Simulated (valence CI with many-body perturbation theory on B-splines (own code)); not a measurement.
**E1 transitions of Au⁴⁶⁺**

Method: valence CI with perturbative core correlation (CI+MBPT): five valence electrons over a frozen Dirac-Fock core [Ar] 3d10, radial functions for each j: 11 s, 11 p, 10 d, 8 f, 5 g, 2 h, with the one-electron correlation potential Σ1 (screened to all orders), the two-electron term Σ2, the three-electron term Σ3, Breit, model QED; selected single and double excitations, second order for the rest, scaled by the run's own slope (own B-spline code, finite nucleus).

The last digits are not significant, and no measured levels were compared; by estimate large intervals hold to a few tenths of a per cent, small ones and those within an open d or f shell to about a per cent. Among the levels kept, up to 2100 cm⁻¹ of a level comes from second order outside the variational space, and about a tenth of that is noise between levels of different J, which matters for small intervals.

Lines 151 to 200 of 541 in falling wavelength, among levels below 667.08 eV, chosen from the strongest by gf and those to the six lowest levels. Wavelengths and rates use the calculated energies. Electric multipoles are in the length gauge with retardation, E1 and E2 with the static RPA response of the core. Weak lines are less certain than strong ones. Lines between different terms over intervals too small for the method are left out, as are lines whose strength nearly cancels. The highest levels of a list are the least certain.

Levels are named by their leading jj configuration (3d3/2^4 stands for four electrons in 3d with j = 3/2), which in mixed levels can hold well under half, so a name can repeat and another be missing. Letters in brackets count levels of one name in rising energy.

```
λ vac (nm)                               Upper                               Lower   A (s⁻¹)  S (a.u.) with core polarisation  S without
     5.901      (4s 4p1/2^2 4p3/2 4d3/2) J=7/2          (4s^2 4p1/2^2 4d5/2) J=5/2  1.03e+11                         8.32e-02   8.72e-02
     5.897  (4s^2 4p1/2 4p3/2 4f7/2) J=9/2 [d]  (4s^2 4p1/2 4p3/2 4d5/2) J=7/2 [b]  4.62e+11                         4.67e-01   4.90e-01
     5.895  (4s^2 4p1/2 4p3/2 4d5/2) J=3/2 [b]          (4s^2 4p1/2 4p3/2^2) J=1/2  3.13e+11                         1.26e-01   1.33e-01
     5.892  (4s^2 4p3/2 4d3/2 4d5/2) J=7/2 [c]          (4s^2 4p3/2^2 4d3/2) J=5/2  1.09e+11                         8.84e-02   9.33e-02
     5.885  (4s^2 4p1/2 4p3/2 4f7/2) J=9/2 [c]  (4s^2 4p1/2 4p3/2 4d5/2) J=7/2 [a]  6.71e+10                         6.75e-02   7.06e-02
     5.881  (4s 4p1/2 4p3/2^2 4d5/2) J=1/2 [c]        (4s 4p1/2 4p3/2^3) J=3/2 [b]  2.18e+11                         4.38e-02   4.61e-02
     5.874  (4s 4p1/2^2 4d3/2 4d5/2) J=3/2 [a]  (4s 4p1/2^2 4p3/2 4d3/2) J=1/2 [a]  2.05e+11                         8.20e-02   8.62e-02
     5.874  (4s 4p1/2 4p3/2^2 4d5/2) J=3/2 [d]        (4s 4p1/2 4p3/2^3) J=3/2 [b]  3.49e+11                         1.39e-01   1.47e-01
     5.871  (4s^2 4p1/2 4p3/2 4f5/2) J=5/2 [b]  (4s^2 4p1/2 4p3/2 4d3/2) J=3/2 [b]  1.06e+11                         6.35e-02   6.64e-02
     5.870  (4s 4p1/2^2 4d3/2 4d5/2) J=3/2 [a]  (4s 4p1/2^2 4p3/2 4d3/2) J=3/2 [a]  9.69e+10                         3.87e-02   4.06e-02
     5.867          (4s^2 4p1/2 4d5/2^2) J=3/2  (4s^2 4p1/2 4p3/2 4d5/2) J=3/2 [a]  3.72e+11                         1.48e-01   1.56e-01
     5.860  (4s 4p1/2^2 4p3/2 4d5/2) J=3/2 [b]          (4s 4p1/2^2 4p3/2^2) J=1/2  2.85e+11                         1.13e-01   1.19e-01
     5.855      (4s^2 4p1/2 4p3/2 4d5/2) J=1/2          (4s^2 4p1/2 4p3/2^2) J=1/2  4.22e+11                         8.37e-02   8.81e-02
     5.853  (4s 4p1/2 4p3/2^2 4d5/2) J=1/2 [c]            (4s 4p1/2 4p3/2^3) J=1/2  3.25e+11                         6.43e-02   6.76e-02
     5.852  (4s 4p1/2 4p3/2^2 4d3/2) J=7/2 [a]  (4s^2 4p1/2 4p3/2 4d5/2) J=5/2 [a]  5.64e+10                         4.46e-02   4.68e-02
     5.845  (4s 4p1/2 4p3/2^2 4d5/2) J=5/2 [b]        (4s 4p1/2 4p3/2^3) J=3/2 [a]  6.47e+10                         3.82e-02   4.02e-02
     5.844  (4s 4p1/2^2 4p3/2 4d5/2) J=5/2 [b]          (4s 4p1/2^2 4p3/2^2) J=3/2  5.82e+11                         3.44e-01   3.61e-01
     5.843  (4s 4p1/2 4p3/2^2 4d5/2) J=5/2 [c]            (4s 4p1/2 4p3/2^3) J=5/2  2.17e+11                         1.28e-01   1.35e-01
     5.831  (4s 4p1/2^2 4p3/2 4d5/2) J=7/2 [a]          (4s 4p1/2^2 4p3/2^2) J=5/2  3.00e+11                         2.35e-01   2.47e-01
     5.825  (4s 4p1/2^2 4p3/2 4f7/2) J=7/2 [b]  (4s 4p1/2^2 4p3/2 4d5/2) J=5/2 [a]  1.07e+11                         8.38e-02   8.79e-02
     5.823          (4s^2 4p3/2^2 4f5/2) J=5/2          (4s^2 4p3/2^2 4d3/2) J=5/2  1.44e+11                         8.40e-02   8.81e-02
     5.820          (4s 4p1/2^2 4d5/2^2) J=5/2  (4s 4p1/2^2 4p3/2 4d5/2) J=5/2 [a]  2.58e+11                         1.51e-01   1.58e-01
     5.793  (4s 4p1/2 4p3/2^2 4d3/2) J=7/2 [b]  (4s^2 4p1/2 4p3/2 4d5/2) J=5/2 [b]  1.08e+11                         8.26e-02   8.68e-02
     5.779          (4s^2 4p1/2 4d5/2^2) J=7/2  (4s^2 4p1/2 4p3/2 4d3/2) J=5/2 [b]  9.98e+10                         7.61e-02   7.97e-02
     5.766  (4s^2 4p1/2 4p3/2 4d5/2) J=5/2 [b]          (4s^2 4p1/2 4p3/2^2) J=5/2  1.04e+11                         5.91e-02   6.22e-02
     5.760      (4s 4p1/2^2 4d3/2 4d5/2) J=9/2          (4s^2 4p1/2^2 4f7/2) J=7/2  2.95e+10                         2.78e-02   2.93e-02
     5.760  (4s^2 4p1/2 4p3/2 4d5/2) J=7/2 [b]          (4s^2 4p1/2 4p3/2^2) J=5/2  6.39e+11                         4.82e-01   5.07e-01
     5.755  (4s 4p1/2 4p3/2^2 4d3/2) J=5/2 [b]  (4s^2 4p1/2 4p3/2 4d5/2) J=3/2 [b]  5.82e+10                         3.29e-02   3.45e-02
     5.716  (4s 4p1/2 4p3/2^2 4d5/2) J=5/2 [f]        (4s 4p1/2 4p3/2^3) J=3/2 [b]  8.54e+11                         4.72e-01   4.97e-01
     5.715  (4s 4p1/2^2 4p3/2 4d3/2) J=3/2 [b]          (4s^2 4p1/2^2 4d5/2) J=5/2  7.41e+09                         2.73e-03   2.88e-03
     5.690  (4s^2 4p1/2 4p3/2 4d5/2) J=3/2 [b]          (4s^2 4p1/2 4p3/2^2) J=5/2  9.24e+10                         3.36e-02   3.54e-02
     5.688  (4s 4p1/2 4p3/2^2 4d5/2) J=3/2 [b]        (4s 4p1/2 4p3/2^3) J=3/2 [a]  6.12e+11                         2.22e-01   2.34e-01
     5.673          (4s^2 4p3/2^2 4d5/2) J=3/2                (4s^2 4p3/2^3) J=3/2  8.56e+11                         3.09e-01   3.25e-01
     5.672  (4s^2 4p1/2 4p3/2 4f7/2) J=7/2 [b]  (4s^2 4p1/2 4p3/2 4d3/2) J=5/2 [b]  3.61e+10                         2.60e-02   2.73e-02
     5.663  (4s 4p1/2 4p3/2^2 4d5/2) J=7/2 [f]            (4s 4p1/2 4p3/2^3) J=5/2  7.90e+11                         5.67e-01   5.96e-01
     5.659  (4s 4p1/2^2 4d3/2 4d5/2) J=5/2 [b]  (4s 4p1/2^2 4p3/2 4d3/2) J=5/2 [a]  8.27e+10                         4.44e-02   4.68e-02
     5.648          (4s^2 4p1/2 4d5/2^2) J=5/2  (4s^2 4p1/2 4p3/2 4d5/2) J=5/2 [a]  1.04e+11                         5.53e-02   5.82e-02
     5.646  (4s 4p1/2 4p3/2^2 4d5/2) J=3/2 [e]        (4s 4p1/2 4p3/2^3) J=3/2 [b]  3.66e+11                         1.30e-01   1.37e-01
     5.644  (4s 4p1/2 4p3/2^2 4d5/2) J=5/2 [e]            (4s 4p1/2 4p3/2^3) J=5/2  6.58e+11                         3.50e-01   3.69e-01
     5.630  (4s 4p1/2 4p3/2^2 4d5/2) J=7/2 [b]  (4s^2 4p1/2 4p3/2 4d5/2) J=5/2 [b]  5.19e+11                         3.65e-01   3.84e-01
     5.627  (4s 4p1/2^2 4p3/2 4d5/2) J=7/2 [b]          (4s 4p1/2^2 4p3/2^2) J=5/2  3.81e+11                         2.68e-01   2.82e-01
     5.620  (4s 4p1/2 4p3/2^2 4d5/2) J=3/2 [e]            (4s 4p1/2 4p3/2^3) J=1/2  9.96e+11                         3.49e-01   3.67e-01
     5.612  (4s 4p1/2 4p3/2^2 4d5/2) J=5/2 [c]        (4s 4p1/2 4p3/2^3) J=3/2 [a]  5.51e+11                         2.88e-01   3.04e-01
     5.610  (4s^2 4p1/2 4p3/2 4d5/2) J=5/2 [b]          (4s^2 4p1/2 4p3/2^2) J=3/2  8.60e+11                         4.49e-01   4.73e-01
     5.593  (4s 4p1/2 4p3/2^2 4d5/2) J=5/2 [d]        (4s 4p1/2 4p3/2^3) J=3/2 [a]  5.45e+10                         2.82e-02   2.97e-02
     5.589  (4s 4p1/2^2 4p3/2 4f5/2) J=7/2 [b]  (4s 4p1/2^2 4p3/2 4d3/2) J=5/2 [b]  2.46e+11                         1.70e-01   1.78e-01
     5.560  (4s 4p1/2 4p3/2^2 4d3/2) J=7/2 [c]  (4s^2 4p1/2 4p3/2 4d5/2) J=5/2 [b]  4.64e+10                         3.15e-02   3.31e-02
     5.559      (4s^2 4p3/2^2 4d5/2) J=5/2 [b]                (4s^2 4p3/2^3) J=3/2  1.22e+12                         6.21e-01   6.54e-01
     5.551  (4s 4p1/2 4p3/2^2 4d5/2) J=3/2 [d]            (4s 4p1/2 4p3/2^3) J=5/2  2.34e+11                         7.90e-02   8.33e-02
     5.538  (4s^2 4p1/2 4p3/2 4d5/2) J=3/2 [b]          (4s^2 4p1/2 4p3/2^2) J=3/2  5.40e+09                         1.81e-03   1.91e-03
```
